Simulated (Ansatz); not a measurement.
Stretching the P1–O2 bond in PO (multiplicity 2 held). Energies count from the point at 1.480 Å.


Signs of static correlation in cc-pV(T+d)Z, with CASSCF(11,8), from Ansatz (a quantum-chemistry and plane-wave program) runs.

| R (Å) | T1 of restricted CCSD | ⟨S²⟩ of UHF | largest double amplitude of restricted CCSD | weight of the CASSCF reference in MRCISD | CASSCF natural occupations |
|---|---|---|---|---|---|
| 1.184 | 0.018 | 0.767 | 0.066 | 0.927 | 2.00 2.00 2.00 1.98 1.97 1.00 0.03 0.01 |
| 1.332 | 0.022 | 0.769 | 0.064 | 0.923 | 2.00 2.00 1.99 1.98 1.96 1.01 0.05 0.02 |
| 1.480 | 0.029 | 0.772 | 0.087 | 0.921 | 2.00 2.00 1.98 1.97 1.93 1.02 0.07 0.03 |
| 1.628 | 0.039 | 1.415 | 0.116 | 0.919 | 2.00 1.99 1.97 1.96 1.90 1.03 0.11 0.04 |
| 1.776 | 0.053 | 1.610 | ___ | 0.917 | 2.00 1.99 1.96 1.94 1.85 1.04 0.15 0.06 |
| 1.998 | 0.104 | 1.832 | 0.214 | 0.916 | 2.00 1.99 1.95 1.90 1.73 1.05 0.28 0.11 |
| 2.220 | 0.151 | 2.343 | 0.212 | 0.916 | 2.00 1.99 1.97 1.81 1.49 1.03 0.51 0.19 |
| 2.590 | 0.079 | 2.640 | ___ | 0.917 | 2.00 2.00 2.00 1.52 1.18 1.00 0.82 0.48 |
| 2.960 | 0.064 | 2.720 | 0.595 | 0.918 | 2.00 2.00 2.00 1.29 1.07 1.00 0.93 0.71 |
| 3.404 | 0.401 | 2.748 | 0.108 | 0.919 | 2.00 2.00 2.00 1.14 1.03 1.00 0.97 0.86 |
| 3.996 | 0.427 | 2.756 | 0.115 | 0.919 | 2.00 2.00 2.00 1.06 1.01 1.00 0.99 0.94 |
| 4.735 | 0.436 | 2.758 | 0.118 | 0.919 | 2.00 2.00 2.00 1.02 1.00 1.00 1.00 0.98 |
| 5.919 | 0.439 | 2.758 | 0.119 | 0.919 | 2.00 2.00 2.00 1.00 1.00 1.00 1.00 1.00 |

Q: Some entries are withheld; supply them.

A: 
- 1.776, largest double amplitude of restricted CCSD: 0.153
- 2.590, largest double amplitude of restricted CCSD: 0.459

Doubts at one or more of the structures used: a restricted determinant that unrestricted orbitals would lower (RO-CCSD(T)/cc-pV(T+d)Z); T1 above 0.05 (RO-CCSD(T)/cc-pV(T+d)Z, U-CCSD(T)/cc-pV(T+d)Z); other coupled-cluster roots lie near (RO-CCSD(T)/cc-pV(T+d)Z); a spin-contaminated determinant (U-CCSD(T)/cc-pV(T+d)Z); the program's own flag: large difference (U-CCSD(T)/cc-pV(T+d)Z).
